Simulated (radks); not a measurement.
Initial-state core-level shifts of neutral cadmium when its valence configuration changes from [Kr] 4d10 5s2. Calculated with a radial shooting solver on a logarithmic mesh with Libxc functionals: Dirac Kohn-Sham, LDA (Slater exchange, Perdew-Wang correlation), spin-unpolarised, spherical densities, point nucleus; open shells are shared between the two j in proportion to 2j + 1. Shifts are changes of the shell-averaged eigenvalues in eV (positive: less bound).

\begin{tabular}{lrrrr}
valence & 2s & 3s & 3d & 4s \\ \hline
4d10 5s1 5p1 & -1.877 & -1.901 & -1.895 & -1.935 \\
4d9.5 5s2 5p0.5 & -3.538 & -3.486 & -3.499 & -3.262 \\
4d9.5 5s1 5p1.5 & -5.225 & -5.193 & -5.202 & -4.991 \\
4d9 5s2 5p1 & -7.086 & -6.963 & -6.993 & -6.458 \\
4d8 5s2 5p2 & -14.348 & -14.024 & -14.099 & -12.791 \\
4d8 5p4 & -17.071 & -16.781 & -16.849 & -15.531 \\
4d10 5p2 & -3.467 & -3.514 & -3.503 & -3.579 \\
4d9.5 5s1.5 5p1 & -4.413 & -4.371 & -4.382 & -4.158 \\
4d9 5s1 5p2 & -8.648 & -8.543 & -8.569 & -8.049 \\
\end{tabular}
